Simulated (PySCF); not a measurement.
MoH3, SMILES [MoH3] (connectivity only; charge and spin as stated), neutral, multiplicity 4. Atoms are numbered in the order given.

```xyz
4

Mo     0.0000     0.0000     0.0000
H      1.7114     0.0000     0.0000
H     -0.8557     1.4821     0.0000
H     -0.8557    -1.4821     0.0000
```
Charge 0, spin multiplicity 4.

Geometry optimised at B3LYP-D3(BJ)/def2-TZVPD. A frequency run showed that this geometry is not a minimum. The spin state was assumed, not searched. The def2 effective core potentials stand for the cores of Mo; spin–orbit coupling is left out.

All values below come from r2SCAN/def2-TZVPD run with PySCF.

The molecule is in vacuum.

Computed frontier levels, dipole moment and polarisability:
```
Quantity                                                                                                        Result
---------------------------------------------------------------------------------------------  -----------------------
α spin, highest occupied and lowest empty level                                                     -5.66 and -3.17 eV
β spin, highest occupied and lowest empty level                                                     -7.74 and -2.20 eV
dipole moment                                                                                                   0.00 D
quadrupole, principal values (traceless, Buckingham form, about the centre of nuclear charge)   -1.39, -1.39, 2.78 D·Å
mean static polarisability                                                                        54.0 bohr³ (8.01 Å³)
polarisability, principal values                                                                52.7, 54.7, 54.7 bohr³
⟨S²⟩                                                                                           3.822 (pure state 3.75)
```
